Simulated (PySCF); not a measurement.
Compound: CH₆GeP (charge -1).
SMILES: `[CH3][GeH-][PH2]`

Torsions of this conformer, `[CH3:1][GeH-:2][PH2:3]`: H–P3–Ge2–C1 169°, H–P3–Ge2–C1 -99°.

The closed-shell ground state was solved at several levels (PySCF, density fitting, gas phase). The structure is a single PBE0-D3(BJ)/def2-SVP conformer in the gas phase; no vibrational or solvent corrections. The calculation is non-relativistic and has no spin–orbit coupling, an omission that weighs most on germanium. Where the HOMO energy is positive, the finite basis confines the outermost electrons. No diffuse functions stand in pcSseg-1 and pcSseg-2, which bears on an anion's orbital energies.

```
              level  basis functions  total energy (Eh)  HOMO (eV)  LUMO (eV)  gap (eV)
CAM-B3LYP/def2-SVPD              130         -2459.7991      -1.45       5.04      6.49
       KT2/pcSseg-2              226         -2472.2672       0.48       3.68      3.20
```

Estimate the row for PBE0/pcSseg-1, a basis of 112 functions; the other rows only guide the guess.

Total energy -2459.4109 Eh, HOMO -0.17 eV, LUMO 5.28 eV, gap 5.45 eV.

Over all these levels, which gives the widest orbital gap and which the narrowest?

CAM-B3LYP/def2-SVPD (range-separated hybrid) has the widest, 6.49 eV, and KT2/pcSseg-2 (GGA) the narrowest, 3.20 eV. Functional and basis both differ between the two, so the spread mixes both effects.
